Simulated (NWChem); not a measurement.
Molecule: SiPH5O; SMILES O[SiH2]P

```xyz
8

Si    -0.5057     0.6450     0.0106
O      0.7187     1.7768     0.1035
P      0.0923    -1.5466     0.0395
H     -1.3417     0.8927     1.2084
H     -1.3242     0.8146    -1.2254
H      1.3656     1.7762    -0.6159
H      1.1044    -1.4176     1.0332
H      1.0057    -1.4720    -1.0531
```
Atoms are numbered in this order, from 1.

Program: NWChem. Pople sets run with spherical d functions. Coordinates come from a B3LYP/6-31G* (spherical d) optimisation. Level: PBE/6-31G* with SMD (1 M gas to 1 M solution), gas-phase geometry. Reactions with the solvent are ignored.

For solvent anisole:

* **solvation free energy (kcal/mol)**: -2.8
* **dipole in solution (D)**: 2.29

### Question
How do the values read with solvent methanol instead?

### Answer
The solvation free energy (kcal/mol) is -5.8 and the dipole in solution (D) is 2.53.
